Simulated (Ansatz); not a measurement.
AlClH$_{7}$NSi$_{2}$, SMILES `[NH2][AlH][SiH2][SiH2]Cl` from Hartree–Fock to CCSD(T)

```xyz
12

N     0.296    1.466   -1.786
Al   -0.474   -0.119   -1.817
Si   -0.839   -1.168    0.369
Si    0.661   -0.290    1.928
Cl    0.520    1.783    1.874
H     0.515    2.024   -2.595
H     0.554    1.950   -0.940
H    -0.853   -0.760   -3.216
H    -0.640   -2.649    0.358
H    -2.212   -0.915    0.900
H     2.068   -0.631    1.590
H     0.404   -0.690    3.335
```

The species carries charge 0 and has multiplicity 1. The structure was optimised at the PBE0-D4/def2-TZVP level. It is one conformer, not always the lowest. Frozen core, restricted reference, Ansatz 0.2.0. CBS rows extrapolate triple and quadruple zeta; past MP2 they add the triple-zeta difference.

| basis | HF (Eh) | MP2 corr. | CCSD corr. | (T) | CCSD(T) total |
| --- | --- | --- | --- | --- | --- |
| def2-TZVPP | ? | -0.73132 | -0.80324 | ? | ? |
| def2-QZVPP | ? | -0.79156 | – | – | – |
| CBS(def2) | -1338.00869 | -0.83619 | ? | as TZ | ? |

(1) Fill in the withheld values. (Best estimate.)

Answers

(1) The calculation gave: def2-TZVPP HF (Eh): -1337.96268; def2-TZVPP (T): -0.03158; def2-TZVPP CCSD(T) total: -1338.79750; def2-QZVPP HF (Eh): -1338.00312; CBS(def2) CCSD corr.: -0.90810; CBS(def2) CCSD(T) total: -1338.94837.
